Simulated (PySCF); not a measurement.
# How methods differ on the excitation energy of Ti

Ti [Ar] 3d2 4s2 (3F) → Ti [Ar] 3d2 4s1 4p1 (high-spin determinant), as a difference of total energies. Calculation: PySCF 2.14, in x2c-TZVPPall with one added diffuse shell each of s, p, d, f type (7s6p5d3f1g, 80 functions); scalar relativity by spin-free X2C-1e. Correlated levels: valence: [Ar] frozen; valence and next inner shell: [Ne] frozen. The calculations carry no spin-orbit coupling.

| method | excitation energy (eV) |
| --- | --- |
| UHF | 1.019 |
| LDA | 2.107 |
| PBE | 1.952 |
| PBE0 | 1.825 |
| r2SCAN | 1.633 |
| wB97X | 2.365 |
| MP2 (valence) | 1.706 |
| SCS-MP2 (valence) | 1.950 |
| MP2 (valence and next inner shell) | 1.903 |
| SCS-MP2 (valence and next inner shell) | 2.064 |

Q: Estimate what TPSS gives.

A: 1.861 eV, closest to PBE0 among the rows shown.

Q: Estimate what B97-3 gives.

A: 2.298 eV, closest to wB97X among the rows shown.

A first-order spin-orbit estimate (lowest level to lowest level, LS coupling) adds -0.008 eV.

The determinant of the upper state mixes LS terms, which raises its energy above the lowest term, most at the Hartree-Fock and MP2 levels.
